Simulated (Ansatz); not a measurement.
`B[SiH](Br)C=O` + H₂ → `O=C[SiH2]Br` + BH₃ at 700 K and 1 bar (hydrogenolysis of the Si–B bond).

Program: Ansatz. Geometries: PBE0-D4/def2-TZVP. ΔE: electronic, gas phase. CCSD(T)/CBS is the MP2 limit (def2-TZVPP, def2-QZVPP) plus CCSD(T) − MP2 in def2-TZVPP, frozen cores. This one scheme is used for every species. For Br outer-core shells are correlated without core-valence functions, which leaves a few kJ/mol of doubt a bond. Scalar relativity is left out up to krypton. Each species was taken in one conformer, which may not be the lowest.

```json
{"species": "`B[SiH](Br)C=O`", "CCSD(T)/CBS energy (Eh)": "-3002.80389", "H − E (kJ/mol)": "204.4", "S (J/(mol·K))": "492.5"}
{"species": "H₂", "CCSD(T)/CBS energy (Eh)": "-1.17544", "H − E (kJ/mol)": "46.8", "S (J/(mol·K))": "155.3"}
{"species": "`O=C[SiH2]Br`", "CCSD(T)/CBS energy (Eh)": "-2977.43874", "H − E (kJ/mol)": "154.1", "S (J/(mol·K))": "423.0"}
{"species": "BH₃", "CCSD(T)/CBS energy (Eh)": "-26.55200", "H − E (kJ/mol)": "96.5", "S (J/(mol·K))": "225.0"}
```

H − E and S are ideal-gas, rigid-rotor, harmonic terms from PBE0-D4/def2-TZVP, for one conformer and one mirror image of each species. For small species the MP2-based limit differs from directly extrapolated CCSD(T) by up to some mEh (0.8 for H₂); such offsets cancel only in part. 1 Eh = 2625.50 kJ/mol, R = 8.31446 J/(mol·K).

By hand: ΔE, ΔH, ΔS and ΔG.

ΔE = (-2977.43874) + (-26.55200) − (-3002.80389) − (-1.17544) = -0.01141 Eh = -30.0 kJ/mol. Δ(H − E) = 154.1 + 96.5 − 204.4 − 46.8 = -0.6, so ΔH = -30.6 kJ/mol. ΔS = 423.0 + 225.0 − 492.5 − 155.3 = 0.2 J/(mol·K). ΔG = -30.6 − 700 × (0.2)/1000 = -30.7 kJ/mol.

By hand: the equilibrium constant, and the temperature at which ΔG would vanish if ΔH and ΔS stayed fixed.

log₁₀ K = −ΔG/(RT ln 10) = 2.3. ΔH and −TΔS have one sign here, so there is no such temperature. One of them is within its doubt of zero, so this could turn.

The number of gas molecules stays the same, so ΔS is small and ΔH decides. A doubt of 5 kJ/mol in ΔE shifts log₁₀ K by 0.4 here. Other conformers and mirror images would add mixing entropy, several J/(mol·K) or more a flexible species. Modes under 60 cm⁻¹, often nearly free rotors, make the harmonic entropy too high. These are equilibria of isolated gas molecules and say nothing of rates. Largest T1 diagnostic: 0.013 (customary marks: 0.02 for closed shells, 0.045 for open ones).
